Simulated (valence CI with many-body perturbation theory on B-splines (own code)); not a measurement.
Values are calculated unless marked as measured or tabulated.
Tm28+: what each term of the Hamiltonian does

Level of theory: relativistic CI+MBPT: five valence electrons over a frozen Dirac-Fock core [Kr], a basis of 7 s, 7 p, 8 d, 6 f, 4 g, 1 h functions for each j, with the one-electron correlation potential Σ1 (screened to all orders), the two-electron term Σ2, the three-electron term Σ3, Breit, model QED; selected single and double excitations, second order for the rest (own B-spline code, finite nucleus).

No measured spectrum was set against this ion. As an estimate, large intervals hold to a few tenths of a per cent, small ones and those within an open d or f shell to about a per cent. Only levels of the ground parity were solved; by the run's estimate the other parity begins above the list, which can be wrong where configurations are misplaced.

Each rung adds one term. CI alone is the Dirac-Coulomb CI over the frozen core; QED comes last and gives the full result, which names the levels. Energies are above (4d3/2^4 4d5/2) J=5/2 on the same rung, in cm⁻¹.

Levels are named by their leading jj configuration (3d3/2^4 stands for four electrons in 3d with j = 3/2), which in mixed levels can hold well under half, so a name can repeat and another be missing. Letters in brackets count levels of one name in rising energy.

```csv
Level,CI alone,Σ1,Σ2,Σ3,Breit,QED,Full
(4d3/2^3 4d5/2^2) J=5/2 [a],64440,+469,-229,+420,-1544,+203,63758
(4d3/2^3 4d5/2^2) J=7/2 [a],100811,+527,-2212,-690,-1869,+210,96777
(4d3/2^3 4d5/2^2) J=3/2 [a],102376,+515,-630,-965,-1517,+212,99991
(4d3/2^3 4d5/2^2) J=11/2,109427,+565,-3561,-711,-2548,+215,103386
(4d3/2^3 4d5/2^2) J=9/2,118523,+589,-3262,-903,-2273,+227,112902
(4d3/2^3 4d5/2^2) J=5/2 [b],122443,+632,-2164,-983,-2123,+250,118055
(4d3/2^3 4d5/2^2) J=1/2,126189,+621,-578,-1219,-1897,+252,123368
(4d3/2^3 4d5/2^2) J=7/2 [b],141063,+583,-3595,-2244,-1975,+221,134053
(4d3/2^2 4d5/2^3) J=5/2 [a],163036,+987,-17,-440,-3208,+414,160773
(4d3/2^3 4d5/2^2) J=3/2 [b],169875,+698,-238,-1887,-2082,+281,166646
(4d3/2^2 4d5/2^3) J=7/2 [a],182782,+1109,-1953,-748,-3828,+454,177815
(4d3/2^2 4d5/2^3) J=11/2,189681,+1148,-3726,-646,-4395,+456,182518
(4d3/2^2 4d5/2^3) J=9/2 [a],194055,+1112,-3007,-1022,-4081,+447,187505
(4d3/2^2 4d5/2^3) J=1/2 [a],196365,+1154,-1009,-1011,-3549,+471,192421
(4d3/2^2 4d5/2^3) J=13/2,207669,+1190,-5167,-1073,-4991,+463,198091
(4d3/2^2 4d5/2^3) J=3/2 [a],200942,+1129,+1198,-1180,-3600,+471,198960
(4d3/2^2 4d5/2^3) J=5/2 [b],208884,+1137,-2103,-1499,-3766,+458,203112
(4d3/2^2 4d5/2^3) J=9/2 [b],225211,+1146,-1278,-1757,-4115,+464,219671
(4d3/2^2 4d5/2^3) J=7/2 [b],233237,+1176,-4162,-2241,-4206,+464,224269
```

The middle columns are the shifts that each term adds.

Q: How does the ionisation energy move along the ladder, and which term matters most?

A: CI alone 1045.9, + Σ1 1048.4, + Σ2 1051.4, + Σ3 1051.5, + Breit 1051.3, + QED 1051.3 eV. The largest step is Σ2, 3.0 eV. NIST lists 1050 ± 4 eV (theoretical).
